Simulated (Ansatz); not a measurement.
The same ligand exchange along the group Ti, Zr, Hf.

Isolated molecules relaxed with PBE0-D4/def2-TZVP in Ansatz; ΔE leaves out vibrations. CBS: MP2 limit from def2 TZ/QZ plus the TZ coupled-cluster correction, frozen cores. This one scheme is used for every species. Functionals use def2-TZVPP. Elements past krypton have def2 core potentials. For Hf, Ti, Zr outer-core shells are correlated without core-valence functions, which leaves a few kJ/mol of doubt a bond. Scalar relativity is left out up to krypton. Each species was taken in one conformer, which may not be the lowest.

| reaction | PBE0-D4 (kJ/mol) |
| --- | --- |
| `[SH][Ti]([SH])([Cl])[Cl]` + H₂S → `[SH][Ti]([SH])([SH])[Cl]` + HCl | 52 |
| `[SH][Zr]([SH])([Cl])[Cl]` + H₂S → `[SH][Zr]([SH])([SH])[Cl]` + HCl | 63 |
| `[SH][Hf]([SH])([Cl])[Cl]` + H₂S → `[SH][Hf]([SH])([SH])[Cl]` + HCl | 65 |

**Question.** Give the CCSD(T)/CBS values in the same order. (Estimate.)

**Answer.** The calculation gave: 52, 65, 66 kJ/mol.

Largest T1 diagnostic: 0.028, for `[SH][Ti]([SH])([SH])[Cl]`, so its coupled-cluster energy is less sure.
